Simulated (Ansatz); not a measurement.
(BeS)n off (charge +1): r2SCAN-D4/def2-TZVP single points in Ansatz on relaxed structures, gas phase. Each cluster is the lowest isomer that a short search found in that spin, judged at the geometry's level, and lower ones may exist. HOMO and LUMO are taken over both spins. The structures are stationary points that may keep the symmetry of their start.

| species | atoms | state | geometry | HOMO (eV) | LUMO (eV) | gap (eV) | lowest of the spins relaxed | point group (within 0.1 Å) |
| --- | --- | --- | --- | --- | --- | --- | --- | --- |
| Be2S2⁺ | 4 | doublet | PBE0-D4/def2-TZVP | -13.07 | -11.49 | 1.58 | doublet, of doublet/quartet | D2h |
| Be4S4⁺ | 8 | doublet | PBE-D4/def2-SVP | -11.90 | -10.50 | 1.41 | – | C2v |
| Be5S4⁺ | 9 | doublet | PBE-D4/def2-SVP | -9.08 | -7.38 | 1.70 | – | – |

The gap (eV) runs from 1.41 (Be4S4⁺) to 1.70 (Be5S4⁺).
